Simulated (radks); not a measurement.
Q: All-electron atom: Te XXVII in [Ar] 3d8. Calculated with a radial shooting solver on a logarithmic mesh with Libxc functionals: scalar-relativistic Kohn-Sham, BLYP, spin-polarised, spherical densities, finite nucleus; open shells are filled with parallel spins first (spin-orbit coupling, left out, can overturn this in heavy ions); Fermi nuclear charge, rms radius 4.7423 fm. Some entries of the table are withheld. Estimate them.

orbital,occ.,eigenvalue (hartree),<1/r> (bohr^-1),<r^2> (bohr^2)
1s up,1,-1197.655,55.57,0.001048
1s down,1,-1197.653,55.57,0.001048
2s up,1,-212.7557,12.75,0.01684
2s down,1,-212.5625,12.76,0.01682
2p up,3,(1),12.22,0.01330
2p down,3,(2),12.22,0.01328
3s up,1,-66.89801,4.714,(3)
3s down,1,-66.67394,4.706,(4)
3p up,3,-61.02573,4.507,0.1093
3p down,3,-60.79682,4.498,0.1096
3d up,5,-52.53890,4.291,(5)
3d down,3,-52.26603,4.284,(6)

A: 
(1) 2p up eigenvalue (hartree): -194.6818
(2) 2p down eigenvalue (hartree): -194.5346
(3) 3s up <r^2> (bohr^2): 0.1110
(4) 3s down <r^2> (bohr^2): 0.1113
(5) 3d up <r^2> (bohr^2): 0.09150
(6) 3d down <r^2> (bohr^2): 0.09193
